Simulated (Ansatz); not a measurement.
`Cl[SiH2][GeH3]` + H–F → `[F][GeH3]` + `[SiH3]Cl`  (cleavage of the Ge–Si bond)

Gas-phase electronic energies from Ansatz, PBE0-D4/def2-TZVP geometries. CCSD(T)/CBS adds triple-zeta CCSD(T) − MP2 to the extrapolated MP2 energy (def2 sets, frozen cores). This one scheme is used for every species. DFT in def2-TZVPP. B3LYP here is the variant with VWN-RPA as its local correlation; programs differ in this. HSE06 is defined as in plane-wave codes. For Ge outer-core shells are correlated without core-valence functions, which leaves a few kJ/mol of doubt a bond. Scalar relativity is left out up to krypton.

```csv
level,ΔE (kcal/mol),difference from CCSD(T)/CBS
PBE-D4,-5.9,1.7
revPBE-D4,-6.1,1.5
r2SCAN-D4,-9.2,-1.6
B97M-V,-11.4,-3.8
B3LYP-D4,-9.9,-2.3
r2SCANh-D4,-8.9,-1.3
r2SCAN0-D4,-8.6,-1.0
HSE06-D4,-6.1,1.5
BHLYP-D4,-11.1,-3.5
CAM-B3LYP-D4,-11.7,-4.1
ωB97X-V,-11.0,-3.4
ωB97M-V,-10.3,-2.7
B2PLYP,-11.6,-4.0
PBE-QIDH,-8.4,-0.8
PBE,-7.2,0.4
revPBE,-8.0,-0.4
BLYP,-12.3,-4.7
r2SCAN,-9.5,-1.9
PBE0,-7.3,0.3
B3LYP,-11.9,-4.3
r2SCANh,-9.3,-1.7
r2SCAN0,-9.0,-1.4
BHLYP,-13.3,-5.7
CAM-B3LYP,-12.9,-5.3
LC-ωPBE,-9.8,-2.2
RPA@PBE/def2-TZVPP,-10.6,-3.0
HF/def2-SVP,-17.3,-9.7
MP2/def2-SVP,-13.2,-5.6
CCSD/def2-SVP,-13.2,-5.6
CCSD(T)/def2-SVP,-12.7,-5.1
HF/def2-TZVPP,-17.3,-9.7
MP2/def2-TZVPP,-9.4,-1.8
SCS-MP2/def2-TZVPP,-12.0,-4.4
CCSD/def2-TZVPP,-9.9,-2.3
CCSD(T)/def2-TZVPP,-9.2,-1.6
HF/def2-QZVPP,-17.9,-10.3
MP2/def2-QZVPP,-8.8,-1.2
HF/CBS(def2),-18.0,-10.4
MP2/CBS(def2),-7.9,-0.3
CCSD/CBS(def2),-8.4,-0.8
CCSD(T)/CBS,-7.6,0
```

Largest T1 diagnostic among the species: 0.012.

The D4 term adds +2.1 kcal/mol with B3LYP and +1.2 kcal/mol with PBE0; it sums over pairs of atoms, weighted by their polarisabilities, and B3LYP, whose exchange is more repulsive, gets the larger term. Leaving LDA and LC-ωPBE aside and taking each functional with its dispersion term where it has one, the values spread over 5.8 kcal/mol, from CAM-B3LYP-D4 to PBE-D4. LDA lies +2.7 kcal/mol from PBE without D4.
